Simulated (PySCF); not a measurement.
## Xe: excitation energy

Xe [Xe] (1S) → Xe [Kr] 4d10 5s1 5p6 5d1 (3D), as a difference of total energies. Calculation: PySCF 2.14, in aug-cc-pwCVDZ-PP with ECP28MDF; scalar relativity through the core potential. Correlated levels: valence and next inner shell: nothing frozen outside the core potential. The calculations carry no spin-orbit coupling.

| method | excitation energy (eV) |
| --- | --- |
| UHF | 26.384 |
| MP2 (valence and next inner shell) | 25.180 |
| SCS-MP2 (valence and next inner shell) | 24.920 |
| CCSD (valence and next inner shell) | 24.147 |
| CCSD(T) (valence and next inner shell) | 23.402 |

Q: How much does correlation contribute at CCSD(T) (valence and next inner shell)?

A: 23.402 − (26.384) = -2.982 eV, measured against UHF.

The upper state lies above the first ionisation limit, where it may autoionise and the basis confines it.

The promoted electron is Rydberg-like, and one or two diffuse shells describe it only roughly, which tends to raise the upper state.

The coupled-cluster amplitudes are large for the upper state (T1 above 0.03 or a double amplitude above 0.15), so a single reference is strained.
